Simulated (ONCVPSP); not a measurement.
Sc (Z = 21): from the effect back to the setting (ONCV)

Base potential:

| Quantity | Value |
| --- | --- |
| Element | Sc (Z = 21) |
| Generator | ONCVPSP 4.0.1 |
| Type | optimised norm-conserving Vanderbilt (ONCV) |
| Functional | LDA (Perdew-Wang 92) |
| Relativity | scalar-relativistic |
| Frozen core | [Ne] |
| Valence charge | 11 |
| Reference configuration | 3s2 3p6 3d1 4s1.75 4p0.25 |
| Partial waves | 3s+4s: rc 1.75 bohr, ncon 5, nbas 10, qcut 8.5 1/bohr, 2 projectors; 3p+4p: rc 1.70 bohr, ncon 4, nbas 8, qcut 10.3 1/bohr, 2 projectors; 3d: rc 2.50 bohr, ncon 3, nbas 8, qcut 7.6 1/bohr, 1 projector; f scattering state at 0.3 Ha: rc 2.60 bohr, ncon 5, nbas 8, qcut 4.4 1/bohr, 3 projectors, debl 3.5 Ha |
| Local potential | polynomial inside 1.15 bohr (lpopt 3, dvloc0 0 Ha) |
| Core correction | polynomial model core, fcfact 0.25 |

Cutoffs, loose and tight: the cutoffs (Ha) at which the residual kinetic energy of the hardest occupied pseudo-wave falls to 1 and 0.1 mHa per electron. They do not see the model core or the augmentation charge, which bear on the density cutoff. Test errors are all-electron minus pseudo excitation energies from the reference, over the configurations 3s2 3p6 3d1 4s2 4p0; 3s2 3p6 3d1 4s1 4p0; 3s2 3p6 3d1 4s0 4p0; 3s2 3p6 3d0 4s0 4p0; variants that change the core or the reference have their own tests. The largest error is taken over the tests solved by every variant that gives reliable tests at all, those not shown here included: 3s2 3p6 3d1 4s0 4p0; 3s2 3p6 3d1 4s1 4p0; 3s2 3p6 3d1 4s2 4p0.

Only the scale of all radii but the core radius (base = 1) is moved (2 further runs of the sweep failed or gave no value and are left out):

| scale of all radii but the core radius (base = 1) | cutoff, loose | cutoff, tight | bound ghosts | largest test error (meV) |
| --- | --- | --- | --- | --- |
| 0.78 | 28 Ha | 37 Ha | none | -1.4 |
| 0.87 | 26 Ha | 30 Ha | none | -1.7 |
| 0.95 | 24 Ha | 28 Ha | none | -2.4 |
| 1.07 | 21 Ha | 25 Ha | none | -4.2 |
| 1.17 | 19 Ha | 23 Ha | none | -6.6 |

Q: One more run gave cutoff, loose: 22 Ha; cutoff, tight: 27 Ha; bound ghosts: none; largest test error (meV): -3.3. Which value of the scale of all radii but the core radius (base = 1) was used?

A: 1.03. The loose cutoff moves one way along this sweep, from 28 Ha at 0.78 to 19 Ha at 1.17, which places the run between 0.95 and 1.07.
